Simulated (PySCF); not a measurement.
Cl2HSi, SMILES Cl[SiH]Cl, multiplicity 2. Atoms are numbered in the order given.

```xyz
4

Cl    -0.0242     0.3766    -1.6844
Si     0.1310    -0.7905     0.0000
Cl    -0.0242     0.3766     1.6844
H     -1.0116    -1.7387     0.0000
```
Charge 0, spin multiplicity 2.

The structure is a stationary point at TPSSh-D3(BJ)/def2-TZVP. The isomer is the one that the SMILES or the coordinates give; other isomers of the formula were not compared.

Two levels are set side by side: PBE/pcH-1 (PySCF) and B3LYP/pcH-1 (PySCF). Contact hyperfine couplings, same geometry. Differences are taken from unrounded values.

```tsv
quantity	B3LYP
A(iso) of 35Cl, atom Cl1 (MHz)	20.1
A(iso) of 29Si, atom Si2 (MHz)	-857.4
A(iso) of 35Cl, atom Cl3 (MHz)	20.1
A(iso) of 1H, atom H4 (MHz)	182.2
```

Question: What does PBE give, and how far is it from B3LYP? (Estimate from the structure and the level; the computed values follow.)

Answer: 
| quantity | PBE | PBE minus B3LYP |
|---|---|---|
| A(iso) of 35Cl, atom Cl1 (MHz) | 16.9 | -3.1 |
| A(iso) of 29Si, atom Si2 (MHz) | -781.8 | 75.6 |
| A(iso) of 35Cl, atom Cl3 (MHz) | 16.9 | -3.1 |
| A(iso) of 1H, atom H4 (MHz) | 164.6 | -17.6 |

Rough cost on one machine, each run with all the roots and properties that it gave: B3LYP against PBE within a factor of 2.
